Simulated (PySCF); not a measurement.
# Removing an electron from Hg(OMe)2

Hg(OMe)2, C2H6HgO2 (singlet state).
Cartesian coordinates in Å at the PBE0-D3(BJ)/def2-SVP level; atoms count from 1:
```xyz
11
C2H6HgO2 angstrom
Hg     0.8652   -0.0096   -0.0378
O      1.0814   -1.0562    1.6145
C     -0.0340   -1.4525    2.3524
H     -0.6865   -2.1737    1.8201
H     -0.6747   -0.6120    2.6872
H      0.3304   -1.9593    3.2639
O      0.9527    1.0480   -1.6946
C     -0.2139    1.4536   -2.3423
H     -0.8721    2.0956   -1.7230
H     -0.8313    0.6132   -2.7189
H      0.0829    2.0531   -3.2215
```

Level: CAM-B3LYP/def2-SVPD (PySCF). Frontier orbitals with their largest atomic shares (Löwdin; up to four atoms above 4 %):

| orbital | ε (eV) | main atoms |
| --- | --- | --- |
| HOMO−3 | -10.04 | O2 24 %, O7 24 %, Hg1 16 %, C3 10 % |
| HOMO−2 | -9.35 | O7 32 %, O2 32 %, C8 9 %, C3 9 % |
| HOMO−1 | -9.20 | O7 33 %, O2 32 %, C8 8 %, C3 8 % |
| HOMO | -8.67 | ? |
| LUMO | -0.39 | Hg1 45 %, O7 17 %, O2 17 %, C3 5 % |
| LUMO+1 | 0.71 | Hg1 56 %, O7 14 %, O2 14 % |
| LUMO+2 | 0.82 | Hg1 62 %, O7 13 %, O2 13 % |

What vertical ionisation energy does ΔSCF give, and how far is −ε(HOMO) from it?

ΔSCF: 9.51 eV (918 kJ/mol; threshold wavelength 130 nm); ⟨S²⟩ of the doublet left behind is 0.766, against 0.75 for a pure doublet. −ε(HOMO) is 8.67 eV, 0.84 eV below it. In exact Kohn–Sham theory the two would be equal; CAM-B3LYP (range-separated hybrid) falls short of its own ΔSCF value by 9 %. Holes in the HOMO−1 and HOMO−2 were tried too where these lie within 1.2 eV of the HOMO; the lowest converged state counts.

On which atoms does the HOMO lie?

O2 (oxygen bonded to C and Hg) 34 %, O7 (oxygen bonded to C and Hg) 34 %, Hg1 (mercury bonded to 2 O) 7 %, C3 (carbon bonded to O and 3 H) 7 %, so no atom holds as much as 40 %. The HOMO−1 lies 0.53 eV lower.

And the vertical electron affinity, the fundamental gap, Mulliken's electronegativity and the hardness (with the factor ½)?

EA = -0.34 eV by ΔSCF (−ε(LUMO) = 0.39 eV); a negative value means that the added electron isn't bound at this geometry and level, and the number then depends on the basis. IE − EA = 9.85 eV against an orbital gap of 8.28 eV; (IE + EA)/2 = 4.58 eV; (IE − EA)/2 = 4.92 eV.

With α = 67.5 au, estimate the like-pair dispersion coefficient by London's formula C6 = (3/4)α²I.

I = 0.3496 Eh, so C6 ≈ 1190 au, a rough estimate.

What kinetic energy would electrons from this vertical process carry with 118.2 nm light (10.49 eV)?

10.49 − 9.51 = 0.98 eV.

Geometry: PBE0-D3(BJ)/def2-SVP; no solvent, vibrations or thermal averaging. Atoms past krypton carry effective core potentials; spin–orbit coupling is left out.
